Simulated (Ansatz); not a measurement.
A nudged elastic band was laid between two geometries of BFH$_{4}$SSi (8 atoms, charge 0, multiplicity 1).

All numbers below come from Ansatz, RKS PBE-D4/cc-pVDZ.

| Item | Value |
| --- | --- |
| movable images | 7 |
| climbing image | yes |
| spring | 5.0 eV/Å² |
| optimiser | quadratic models (default) |
| start path | IDPP |
| force threshold | 0.03 eV/Å |
| iteration limit | 60 |
| end points | relaxed |

Image 0:

```xyz
8
Properties=species:S:1:pos:R:3
F -2.115 0.066 0.798
B -0.917 -0.393 0.365
Si 0.519 0.919 -0.237
S -0.722 -2.201 0.370
H 0.027 1.750 -1.400
H 0.884 1.863 0.885
H 1.767 0.184 -0.669
H 0.556 -2.187 -0.113
```

Image 8:

```xyz
8
Properties=species:S:1:pos:R:3
F -1.832 -0.119 0.705
B -0.594 -0.419 0.245
Si 0.699 1.054 -0.306
S -0.092 -2.155 0.118
H 0.108 1.871 -1.432
H 0.962 1.986 0.854
H 2.013 0.474 -0.769
H -1.265 -2.691 0.585
```

(1) Which bonds break or form, and what moves?

(2) What energy profile does the band end with?

(3) What is the geometry of the highest image?

(4) What are the harmonic wavenumbers there?

Results:

(1) No bond is made or broken. The dihedral Si3–B2–S4–H8 goes from 0 to -180°.

(2) The forces met the threshold. The highest image is number 4 of 0 to 8, 12.9 kcal/mol above the first end and 13.2 kcal/mol above the last; the last end lies 0.3 kcal/mol below the first. A vibrational analysis at the climbing image gives one clearly imaginary mode, 440i cm⁻¹: a first-order saddle point.

```csv
image,path coordinate (Å),energy (kcal/mol),dihedral Si3–B2–S4–H8 (°)
0,0.00,0.0,0
1,0.58,0.1,2
2,1.15,1.1,19
3,1.73,7.9,59
4,2.31,12.9,92
5,3.08,6.0,135
6,3.86,0.5,175
7,4.64,0.0,-177
8,5.42,-0.3,-180
```

(3) 
```xyz
8
Properties=species:S:1:pos:R:3
F -1.295 -0.103 1.706
B -0.676 -0.371 0.545
Si 0.449 1.024 -0.421
S -0.907 -2.076 -0.201
H -0.147 1.236 -1.794
H 0.554 2.355 0.285
H 1.837 0.457 -0.613
H 0.186 -2.522 0.493
```

(4) 440i, 94, 148, 293, 303, 443, 520, 532, 714, 804, 883, 889, 900, 1234, 2130, 2141, 2150, 2597 cm⁻¹.

Time of the run: 7.5 min on 1 thread of Arm Neoverse V1 (shared host), peak memory 0.15 GiB.
